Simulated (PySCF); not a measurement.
These 7 structures share the formula C6H10O2. Theory: PBE0-D3(BJ)/def2-SVP geometry optimisation, gas phase in PySCF. Energies are electronic, without zero-point or thermal terms, for one conformer each. No frequencies were run at this level. Point groups hold within 0.08 Å.

Question: Order them by energy at this level, lowest first, and give relative energies in kJ/mol.
A. `[CH2:1]=[CH:2][C@@H:3]([CH3:4])[O:5][C:6]([CH3:7])=[O:8]` with C1–C2–C3–C4 112°, C2–C3–O5–C6 154°, C3–O5–C6–C7 180°
B. `[CH3:1][C:2](=[O:3])[CH:4]([CH3:5])[C:6]([CH3:7])=[O:8]` with C1–C2–C4–C5 -34°, C2–C4–C6–C7 85° (methylacetylacetone)
C. `[CH3:1]/[CH:2]=[CH:3]\[CH2:4][O:5][C:6]([CH3:7])=[O:8]` with C2–C3–C4–O5 117°, C3–C4–O5–C6 83°, C4–O5–C6–C7 -179°
D. `[CH2:1]=[CH:2][C:3](=[O:4])[O:5][CH2:6][CH2:7][CH3:8]` with C1–C2–C3–O4 1°, C2–C3–O5–C6 178°, C3–O5–C6–C7 -107°, O5–C6–C7–C8 64°
E. `[CH3:1][C:2]([CH3:3])=[C:4]([CH3:5])[C:6](=[O:7])[OH:8]` with C2–C4–C6–O7 4°, C4–C6–O8–H 179°
F. `[CH3:1][C:2](=[O:3])[O:4][C@@H:5]1[CH2:6][C@@H:7]1[CH3:8]` with C1–C2–O4–C5 -178°, C2–O4–C5–C6 159°
G. `[CH2:1]=[C:2]([CH3:3])[C:4](=[O:5])[O:6][CH2:7][CH3:8]` with C1–C2–C4–O5 -178°, C2–C4–O6–C7 180°, C4–O6–C7–C8 -178°

Answer: E (0.0), B (23.2), G (40.7), A (54.1), D (56.5), C (56.6), F (60.3).

As drawn, the lowest has an O–H bond and a C=C bond outside aromatic rings, which the highest lacks; the highest has a three-membered ring, which the lowest lacks. Neighbours under 10 kJ/mol apart (C=C[C@@H](C)OC(C)=O and C=CC(=O)OCCC; C=CC(=O)OCCC and C/C=C\COC(C)=O; C/C=C\COC(C)=O and CC(=O)O[C@@H]1C[C@@H]1C) can change places with a better method, another conformer or zero-point energy.

```
                 SMILES      E (Eh)  E rel (kJ/mol)  dipole (D)  point group       A, B, C (MHz)
       CC(C)=C(C)C(=O)O  -384.40742             0.0        1.77      near Cs    3050, 1659, 1097
       CC(=O)C(C)C(C)=O  -384.39859            23.2        1.50           C1    2526, 1769, 1404
         C=C(C)C(=O)OCC  -384.39192            40.7        1.78      near Cs   4391, 1198, 958.1
    C=C[C@@H](C)OC(C)=O  -384.38682            54.1        1.77           C1    3729, 1188, 1077
           C=CC(=O)OCCC  -384.38589            56.5        1.52           C1    4291, 1119, 1072
         C/C=C\COC(C)=O  -384.38588            56.6        2.15           C1  5446, 919.7, 866.7
CC(=O)O[C@@H]1C[C@@H]1C  -384.38444            60.3        1.63           C1    3760, 1365, 1290
```
